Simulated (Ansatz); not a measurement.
System: CH$_{6}$NSi (charge 0, doublet). It need not be the lowest isomer of its formula. 
Coordinates optimised at B3LYP-D3(BJ)/def2-TZVP (Ansatz, a quantum-chemistry and plane-wave program):
```xyz
9

C     -1.5515     0.1660     0.1607
Si     0.2217    -0.4058     0.1711
N      1.2384     0.7999    -0.6019
H     -1.6542     1.1109     0.6974
H     -2.2025    -0.5700     0.6374
H     -1.9005     0.3187    -0.8622
H      0.3650    -1.6954    -0.5607
H      0.7009    -0.6151     1.5661
H      2.2268     0.5366    -0.6243
```
Charge 0, spin multiplicity 2.

Basis-set convergence of Hartree-Fock and MP2 correlation energies (hartree) with Ansatz. Valence correlation only, unless marked. UHF or UKS for open shells. Spin-orbit coupling is left out. No relativistic terms.

```tsv
basis	functions	E(HF)	E(corr, MP2)
cc-pV(D+d)Z	81	-384.73256	-0.38167
cc-pV(T+d)Z	183	-384.77895	-0.47749
cc-pV(Q+d)Z	354	-384.78962	-0.51130
```

Extrapolating the two largest sets (X = 3 and 4) as X^-3: E(corr) = (64·(-0.51130) - 27·(-0.47749))/37 = -0.5360 Eh, an estimate of the basis-set limit. The largest set recovers 95.4 % of it, the smallest 71.2 %.
